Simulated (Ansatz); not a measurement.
Cost and result for the atomization energy of CH6FN3Si, SMILES `N[SiH2]/N=C(/N)F` (12 atoms, 11 bonds).

Z-matrix (Å, degrees):
```
Si
N 1 1.723
N 1 1.713 2 113.8
H 1 1.487 2 112.1 3 120.3
H 1 1.484 2 106.1 3 -118.1
C 2 1.242 1 132.5 3 -132.8
H 3 1.007 1 119.3 2 79.5
H 3 1.008 1 119.9 2 -62.9
N 6 1.351 2 127.5 1 176.3
F 6 1.360 2 124.1 1 -2.2
H 9 1.003 6 119.4 2 166.8
H 9 1.003 6 117.1 2 10.8
```

The species carries charge 0 and has multiplicity 1. The structure was optimised at the PBE0-D4/def2-TZVP level. It is one conformer, not always the lowest. Program: Ansatz. All runs use 4 threads of an AMD EPYC 9R45 on a shared host. Times are those of one run each, without the atoms' runs, and a repeat can differ threefold. Electronic energies, without spin–orbit coupling; frozen cores. CCSD(T)/CBS adds CCSD(T) − MP2 in def2-TZVPP to the MP2 limit, and its time is that of the two runs behind it. T1 = 0.012. HSE06 is the plane-wave form, built on full-range PBE exchange.

CCSD(T)/CBS is a level of theory with its own doubt, some kJ/mol a heavy atom from the limit and from the frozen cores, so smaller differences don't rank the functionals.

| level | functions | wall time | atomization (kcal/mol) | difference from CCSD(T)/CBS | per bond |
| --- | --- | --- | --- | --- | --- |
| LDA (SPW92)/def2-TZVPP | 281 | 0.75 s | 1244.6 | 183.1 | 16.6 |
| BLYP-D4/def2-TZVPP | 281 | 1.1 s | 1077.7 | 16.2 | 1.5 |
| PBE0-D4/def2-TZVPP | 281 | 1.5 s | 1065.3 | 3.8 | 0.3 |
| BHLYP-D4/def2-TZVPP | 281 | 1.6 s | 1025.3 | -36.2 | -3.3 |
| HSE06-D4/def2-TZVPP | 281 | 1.8 s | 1066.3 | 4.8 | 0.4 |
| CAM-B3LYP-D4/def2-TZVPP | 281 | 1.9 s | 1075.9 | 14.4 | 1.3 |
| r2SCAN-D4/def2-TZVPP (with forces) | 281 | 2.1 s | 1062.0 | 0.5 | 0.0 |
| B97M-V/def2-TZVPP | 281 | 3.2 s | 1065.1 | 3.6 | 0.3 |
| ωB97X-V/def2-TZVPP | 281 | 3.3 s | 1072.1 | 10.6 | 1.0 |
| CCSD(T)/def2-SVP | 118 | 3.8 s | 978.5 | -83.0 | -7.5 |
| MP2/def2-QZVPP | 535 | 12 s | 1069.8 | 8.3 | 0.8 |
| CCSD(T)/def2-TZVPP | 281 | 110 s | 1024.4 | -37.1 | -3.4 |
| CCSD(T)/CBS(def2) | – | 2 min | 1061.5 | 0.0 | 0.0 |

From r2SCAN to r2SCAN0 (25 % exact exchange), in def2-TZVPP and without D4, the atomization energy moves by −25.2 kcal/mol: exact exchange takes away binding that semilocal exchange gives to molecules. The D4 term adds +8.9 kcal/mol with B3LYP and +4.7 kcal/mol with PBE0; it sums over pairs of atoms, weighted by their polarisabilities, and B3LYP, whose exchange is more repulsive, gets the larger term. At CCSD(T), def2-SVP lies −83.0 kcal/mol from the extrapolated value and def2-TZVPP −37.2 kcal/mol: correlation converges slowly with the basis, and small sets miss more of it in the bonded molecule than in its fragments.

B3LYP here is the variant with VWN-RPA as its local correlation; programs differ in this.
